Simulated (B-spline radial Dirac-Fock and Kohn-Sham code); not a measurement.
**Auger decay of the N4 hole in Eu³⁺**

System: europium as Eu³⁺, 1s2 2s2 2p6 3s2 3p6 3d10 4s2 4p6 4d10 4f4 5s2 5p6 6s2 (an excited configuration).

Model: independent-particle radiative and Coulomb Auger rates from relativistic LDA hole-state orbitals, with Dirac-Fock energies. Program: a radial finite-basis atomic code. Kinetic energies are configuration averages from the vacuum level; the two-hole energies are estimated from single-hole states.

```tsv
transition	kinetic energy (eV)	width (meV)	share (%)
N4-O1O2	24.28	14.6	1.4
N4-N6O1	29.35	153	14.8
N4-O1O3	29.58	17.3	1.7
N4-N7O1	30.10	14.1	1.4
N4-O2O2	48.29	3.69	0.4
N4-O2O3	54.58	19.1	1.9
N4-N6O2	56.02	123	11.9
N4-N7O2	56.68	34.7	3.4
N4-N6N6	58.32	89.8	8.7
N4-N6N7	59.08	279	27.1
N4-O3O3	59.59	8.36	0.8
N4-N7N7	59.85	3.42	0.3
N4-N6O3	61.51	216	21.0
N4-N7O3	62.29	15.3	1.5
N4-N6P1	106.6	31.7	3.1
```

Coster-Kronig rates are the weakest part of this model and often come out 1.5 to 2.5 times too large. The listed channels hold 99 % of the non-radiative rate. Summed by principal shells, of 1.03 eV in all: NNO 54.0 %, NNN 36.1 %, NOO 6.1 %, NNP 3.3 %, NOP 0.5 %.

Values without a named source are computed, but for edge energies of neutral atoms, which are taken from tables.
